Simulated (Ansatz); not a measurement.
Reaction (hydrogenolysis of a C–Si bond): `C=C([SiH3])CF` + H₂ → `C=CCF` + SiH₄

Gas-phase electronic energies from Ansatz, PBE0-D4/def2-TZVP geometries. CCSD(T)/CBS adds triple-zeta CCSD(T) − MP2 to the extrapolated MP2 energy (def2 sets, frozen cores). This one scheme is used for every species. One conformer a species, not always the lowest.

```tsv
species	CCSD(T)/CBS(def2) energy (Eh)
`C=C([SiH3])CF`	-507.20415
H₂	-1.17544
`C=CCF`	-216.92453
SiH₄	-291.46306
```

Work out ΔE.

ΔE = (-216.92453) + (-291.46306) − (-507.20415) − (-1.17544) = -0.00800 Eh = -21.0 kJ/mol.

Largest T1 diagnostic among the species: 0.012.

The D4 term adds +12.1 kJ/mol with B3LYP and +6.7 kJ/mol with PBE0; it sums over pairs of atoms, weighted by their polarisabilities, and B3LYP, whose exchange is more repulsive, gets the larger term. In def2-TZVPP, CCSD(T) changes the Hartree–Fock value by +26.3 kJ/mol (the triples alone add +5.7 kJ/mol) and MP2 by +33.8 kJ/mol. From PBE to PBE0 (25 % exact exchange), in def2-TZVPP and without D4, ΔE moves by −3.4 kJ/mol.

B3LYP here is the variant with VWN-RPA as its local correlation; programs differ in this.
